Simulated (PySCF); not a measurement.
TeHI, SMILES [TeH]I. Coordinates come from a PBE0-D3(BJ)/def2-TZVP optimisation. The def2 effective core potentials stand for the cores of I, Te; spin–orbit coupling is left out.

Computed equilibrium geometry at PBE0-D3(BJ)/def2-TZVP (PySCF confirms it by a frequency run) as a Z-matrix, and its point group:
point group Cs.
```
Te
H 1 1.6596
I 1 2.6877 2 93.57
```
Charge 0, spin multiplicity 1.
